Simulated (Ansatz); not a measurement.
Ideal-gas functions of `OC([SiH3])Cl` at 400 K and 1 bar, from an Ansatz frequency run at PBE0-D4/def2-TZVP.

Molar mass 96.59 g/mol, point group C1 (symmetry number 1), electronic degeneracy 1, moments of inertia 83.848, 162.369, 229.563 u Å². Harmonic wavenumbers (cm⁻¹, unscaled): 145, 178, 274, 340, 440, 521, 630, 709, 755, 911, 935, 942, 1119, 1172, 1266, 1404, 2232, 2252, 2265, 3062, 3815.

Use S(trans) = R[1.5 ln M + 2.5 ln T − 1.1517]; rotational temperatures θ = 24.2544 K / I; S(rot) = R[ln(√π/σ · √(T³/θAθBθC)) + 1.5]; for each mode x = 1.438777 ν̃/T, S = R[x/(eˣ − 1) − ln(1 − e⁻ˣ)] and H = RT x/(eˣ − 1); 1 cm⁻¹ = 0.0119627 kJ/mol; R = 8.31446 J/(mol·K).

Task: By hand: the entropy, in J/(mol·K).

Result: Translation 172.0. Rotation: θ = 0.2893, 0.1494, 0.1057 K, giving 114.4. Vibration, mode by mode: 13.82, 12.16, 8.76, 7.14, 5.31, 4.21, 3.09, 2.47, 2.17, 1.39, 1.30, 1.27, 0.76, 0.65, 0.49, 0.32, 0.02, 0.02, 0.02, 0.00, 0.00, in all 65.4. Electronic 0.0. Sum 351.8 J/(mol·K).

Task: By hand: H − E and G − E in kJ/mol, counted from the electronic energy.

Result: Zero-point energy ½ × 25367 × 0.0119627 = 151.7; thermal vibration 15.2; translation, rotation and pV give 4 RT = 13.3. H − E = 180.2 kJ/mol, and G − E = 180.2 − 400 × 351.8/1000 = 39.5 kJ/mol.

Vibration gives 19 % of the entropy, 13.8 J/(mol·K) of it from the mode under 150 cm⁻¹: soft modes count most, and the harmonic formula is weakest for them. The sum counts one conformer and one mirror image; others add a mixing term.
